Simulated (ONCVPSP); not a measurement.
# Hardness and transferability of assorted potentials

Generated with ld1.x 7.5 (TM, RRKJ, ultrasoft, PAW), atompaw 4.2 or ONCVPSP 4.0.1. The cutoff is in Ry: for ld1.x and atompaw files where the sum of valence levels is converged to 10 mRy in a Bessel basis, for ONCV files where the hardest occupied wave has 1 mHa per electron of residual kinetic energy. The error is the largest all-electron minus pseudo excitation energy over each file’s own four to seven test configurations (ionisations up to +4, promotions, holes and added fractions of an electron), all of which were solved. The labels leave out finer settings (local radius, basis sizes, second energies), which also bear on the numbers. Spin-polarised tests are not counted. The rows are a selection from randomly drawn settings: files with unsolved tests, undetermined cutoffs or missed reference levels are left out.

A true bound ghost makes a file unfit for plane-wave use even where its test errors are small: the radial tests pick states by their node count and pass the ghost by.

```csv
element,potential,cutoff (Ry),largest error (meV),bound ghosts
Cl,"ONCV, PBE, non-relativistic, rc 1.05/1.45 (sp), local smoothed, core correction yes, reference 3s2 3p3, qcut 6.8/4.7, projectors 2/3",449,+12,"s, p"
Mn,"ONCV, PBEsol, scalar-relativistic, rc 1.55/1.25/1.60 (spd), local smoothed, core correction yes, reference 3s2 3p6 3d5.5 4s1.5, qcut 7.9/12.5/10.1, projectors 3/2/1",77,-5.9,none
Co,"ONCV, PBE, scalar-relativistic, rc 1.55/1.10/1.40 (spd), local smoothed, core correction no, reference 3s2 3p6 3d7 4s2, qcut 6.8/10.4/12.4, projectors 2/2/2",111,+5.0,none
Te,"ONCV, PBEsol, non-relativistic, rc 1.50/1.15/1.50/1.15 (spdf), local smoothed, core correction no, reference 4s2 4p6 4d10 5s1 5p5, qcut 6.9/10.6/8.7/11, projectors 2/2/2/3",88,-2.3,none
Ce,"ONCV, PW91, scalar-relativistic, rc 2.05/2.45/1.15/1.70 (spdf), local smoothed, core correction yes, reference 4d10 4f1 5s2 5p6 5d1 6s1.5 6p0.5, qcut 5.8/6.5/10.8/11.9, projectors 2/3/2/2",113,+154,"s, p"
Hg,"ONCV, LDA (Perdew-Wang 92), scalar-relativistic, rc 1.40/1.70/1.85/0.55 (spdf), local f, core correction yes, reference 4f14 5s2 5p6 5d10, qcut 6.6/7/7.2/34.8, projectors 2/2/2/0",945,+10.0,"s, p, d"
```

(1) Fill in the row for Ce: ONCV, PBEsol, scalar-relativistic, rc 2.50/2.20/2.90/1.15 (spdf), local smoothed, core correction no, reference 4f1 5s2 5p6 5d1 6s1, qcut 6.3/4.9/6/15.6, projectors 2/1/2/1.

## Answers

(1) cutoff 187 Ry, largest error +50 meV, bound ghosts: s, p.
